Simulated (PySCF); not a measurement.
SMILES CC[SiH](O)OC (C₃H₁₀O₂Si) (GFN2-xTB optimised geometry):

```
16

Si     0.122    -0.643     0.000
O      1.743    -0.643     0.000
C     -0.426    -1.597     1.551
C     -1.908    -1.965     1.562
O     -0.269     0.942     0.000
C     -1.535     1.525     0.057
H     -0.403    -1.268    -1.219
H      2.209     0.081    -0.411
H      0.163    -2.510     1.637
H     -0.203    -1.006     2.442
H     -2.154    -2.589     0.705
H     -2.164    -2.514     2.467
H     -2.531    -1.074     1.519
H     -2.209     1.078    -0.678
H     -1.972     1.405     1.052
H     -1.425     2.589    -0.157
```

Calculation: PySCF with PBE0/def2-TZVP.

Problem. What are the frontier orbital energies and the dipole moment?

Solution. HOMO-2 -8.75 eV, HOMO-1 -8.61 eV, HOMO -7.68 eV, LUMO 0.82 eV, LUMO+1 1.29 eV; dipole moment 1.43 D.

On the same geometry PBE/def2-TZVP (PySCF) gives HOMO-2 -7.17 eV, HOMO-1 -7.02 eV, HOMO -6.27 eV, LUMO -0.03 eV, LUMO+1 0.42 eV; dipole moment 1.35 D.

Meta-Löwdin charges at PBE0/def2-TZVP: Si1 1.22, O2 -0.77, C3 -0.48, C4 -0.34, O5 -0.63, C6 -0.12, H7 -0.16, H8 0.36, H9 0.13, H10 0.12, H11 0.11, H12 0.12, H13 0.11, H14 0.10, H15 0.11, H16 0.12.
